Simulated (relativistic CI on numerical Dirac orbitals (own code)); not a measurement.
**Pt²⁺: 4d photoemission**

Computed with this model: Dirac-Coulomb-Breit CI, separate exchange-only KLI orbitals for each configuration, model QED (radiative potential, 1s self-energy scaled to tabulated hydrogen-like ionisation energies), multiplet model of photoemission in the sudden approximation, unscaled Slater integrals; configurations [Xe] 4f14 5d8 → [Kr] 4d9 4f14 5s2 5p6 5d8; 300 K; Lorentzian 3.5 eV and Gaussian 0.6 eV FWHM. Energies are those of the free ion, without screening or charge transfer. The energies are binding energies and can lie tens of eV above those of solids. S is read from ⟨S²⟩ = S(S + 1).

Field parameters in Wybourne normalisation: D3d B²₀ = −7Dσ, B⁴₀ = −14Dq − 21Dτ, B⁴₃ = −14√(10/7) Dq. The field is a parameter set, without covalency.

free ion: ground-state S = 0.98, centroid 354.84 eV. Peaks (eV, height): 347.4 (100), 365.4 (76).

D3d, 10Dq = 30150, Dσ = 1190, Dτ = 360 cm⁻¹: ground-state S = 1.00, centroid 354.97 eV. Peaks (eV, height): 347.8 (100), 365.0 (70).

Strongest unbroadened transitions for free ion:

| Energy (eV) | Relative strength |
| --- | --- |
| 347.08 | 53.8 |
| 347.14 | 82.7 |
| 347.32 | 100.0 |
| 347.64 | 19.9 |
| 347.79 | 22.0 |
| 348.19 | 21.3 |
| 349.10 | 15.9 |
| 349.53 | 30.6 |
| 350.37 | 5.0 |
| 350.60 | 8.5 |
| 351.00 | 2.6 |
| 351.09 | 4.0 |
| 351.33 | 7.4 |
| 364.83 | 48.0 |
| 365.08 | 69.0 |
| 365.36 | 39.8 |
| 365.44 | 86.5 |
| 366.39 | 4.8 |
